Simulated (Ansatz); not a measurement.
Ligand exchange: SiH(CH3)(OH)2 + Ge3Si2H12 → Si(CH3)(OH)2(SiH3) + Ge3SiH10

Species: SiH(CH3)(OH)2, singlet; Ge3Si2H12 `[SiH3][GeH2][SiH2][GeH2][GeH3]`, singlet; Si(CH3)(OH)2(SiH3), singlet; Ge3SiH10 `[GeH3][SiH2][GeH2][GeH3]`, singlet. The partners trade H for SiH3: Si–H and Ge–SiH3 bonds give way to Si–SiH3 and Ge–H.

Shapes, held fixed at every level: PBE0-D4/def2-TZVP. Flexible molecules stand in one conformer, not always the lowest. Programs: Ansatz 0.2.0. Electronic energies: no zero-point or thermal term.

```json
{"level": "PBE-D4/def2-TZVPP", "kind": "GGA", "ΔE (kJ/mol)": "+35.6", "less CCSD(T)/def2-TZVPP": "-7.0"}
{"level": "B3LYP-D4/def2-TZVPP", "kind": "global hybrid", "ΔE (kJ/mol)": "+39.3", "less CCSD(T)/def2-TZVPP": "-3.3"}
{"level": "wB97M-V/def2-TZVPP", "kind": "range-separated hybrid", "ΔE (kJ/mol)": "+42.7", "less CCSD(T)/def2-TZVPP": "+0.1"}
{"level": "wB97X-V/def2-TZVPP", "kind": "range-separated hybrid", "ΔE (kJ/mol)": "+37.9", "less CCSD(T)/def2-TZVPP": "-4.7"}
{"level": "B2PLYP/def2-TZVPP", "kind": "double hybrid", "ΔE (kJ/mol)": "+39.7", "less CCSD(T)/def2-TZVPP": "-2.9"}
{"level": "MP2/def2-TZVPP", "kind": "perturbation theory", "ΔE (kJ/mol)": "+48.3", "less CCSD(T)/def2-TZVPP": "+5.7"}
{"level": "CCSD(T)/def2-TZVPP", "kind": "coupled cluster or CI", "ΔE (kJ/mol)": "+42.6", "less CCSD(T)/def2-TZVPP": "0.0"}
```

The highest level, CCSD(T)/def2-TZVPP, gives ΔE = +42.6 kJ/mol; the levels span +35.6 to +48.3. The column of differences is taken from that level and isn't an error. No measured value is set beside it here. Relativity is left out for Ge unless named. Correlated rows may include outer-core shells of Ge, which these sets cover unevenly.
